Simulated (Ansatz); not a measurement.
Total energies of C4H7Ga (`C=C=[C](C)[GaH2]`).

```csv
atom,x (Å),y (Å),z (Å)
C1,-0.588,1.964,1.112
C2,-0.267,0.896,0.437
C3,0.060,-0.193,-0.200
C4,0.120,-0.284,-1.703
Ga5,0.467,-1.703,0.979
H6,0.165,2.681,1.421
H7,-1.619,2.169,1.381
H8,-0.563,-1.053,-2.073
H9,-0.144,0.664,-2.175
H10,1.121,-0.567,-2.036
H11,0.373,-1.497,2.527
H12,0.874,-3.077,0.330
```

The species carries charge 0 and has multiplicity 1. Correlated methods include outer-core shells of Ga, which these sets cover unevenly. Scalar relativity is left out up to krypton. Geometry: relaxed with PBE0-D4/def2-TZVP. Basis def2-TZVPP, Ansatz.

RPA on PBE orbitals: Hartree–Fock energy of these orbitals -2078.71078 Eh, correlation -1.43951 Eh (frozen core).

| functional | energy without D4 (Eh) | D4 term (kJ/mol) |
| --- | --- | --- |
| LDA (SPW92) | -2076.96337 | – |
| BLYP | -2081.46742 | -54.9 |
| r2SCAN | -2081.36486 | -6.4 |
| PBE0 | -2081.02225 | -21.5 |
| B3LYP | -2081.53528 | -40.7 |
| r2SCANh | -2081.34644 | -6.8 |
| r2SCAN0 | -2081.32046 | -7.5 |
| HSE06 (plane-wave form) | -2081.01214 | -20.1 |
| CAM-B3LYP | -2081.49821 | -22.0 |
| LC-ωPBE | -2081.10827 | – |
| ωB97X-V | -2081.24774 | – |
| ωB97M-V | -2081.28562 | – |
| B2PLYP | -2080.96092 | – |
| PBE-QIDH | -2080.65749 | – |

**Question.** Give the same for PBE, revPBE, B97M-V, BHLYP. (Estimate.)

**Answer.** Computed: 
| functional | energy without D4 (Eh) | D4 term (kJ/mol) |
| --- | --- | --- |
| PBE | -2080.96371 | -25.3 |
| revPBE | -2081.28964 | -75.0 |
| B97M-V | -2081.11601 | – |
| BHLYP | -2081.34575 | -31.8 |

B3LYP takes the VWN-RPA correlation (the form of Gaussian; ORCA's B3LYP/G). HSE06 is the plane-wave form, built on full-range PBE exchange. The double hybrids freeze the cores in their second-order part.

LC-ωPBE has ω = 0.4 bohr⁻¹.
